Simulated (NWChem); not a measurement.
Molecule: SiN2H5Br; SMILES N[SiH](N)Br

```xyz
9

Si     0.0204    -0.9201     0.3837
N     -1.4750    -1.4740    -0.2473
N      1.2638    -1.8419    -0.3527
Br    -0.0162     1.3164    -0.0401
H      0.2836    -0.9975     1.8404
H     -2.2912    -0.8770    -0.2600
H     -1.7118    -2.4576    -0.1996
H      1.2996    -1.9274    -1.3621
H      2.1909    -1.8520     0.0562
```
Atoms are numbered in this order, from 1.

Level: B3LYP/6-31G* (spherical d) (NWChem), optimised geometry, unscaled harmonic frequencies. This build's default masses of Se (78.918 u) and Br (79.917 u) are each other's, which moves their modes by up to 0.6 %.

| frequency (cm⁻¹) | IR intensity (km/mol) |
|---|---|
| 181 | 6.7 |
| 203 | 2.3 |
| 269 | 17.7 |
| 280 | 0.9 |
| 345 | 173.5 |
| 392 | 70.2 |
| 411 | 10.8 |
| 488 | 324.1 |
| 761 | 35.6 |
| 784 | 17.3 |
| 829 | 32.1 |
| 898 | 226.0 |
| 913 | 88.6 |
| 978 | 207.8 |
| 1609 | 103.8 |
| 1617 | 37.3 |
| 2269 | 165.2 |
| 3559 | 29.6 |
| 3574 | 29.7 |
| 3655 | 24.4 |
| 3676 | 27.9 |

The zero-point energy is 39.6 kcal/mol. The thermal correction to the enthalpy at 298.15 K (with zero-point energy) comes out as 44.2 kcal/mol and the heat capacity Cv is 22.4 cal/(mol K). The entropy at 298.15 K and 1 atm (symmetry number 1) is 80.3 cal/(mol K) and the dipole moment is 2.74 D.

Rigid rotor and harmonic oscillator.
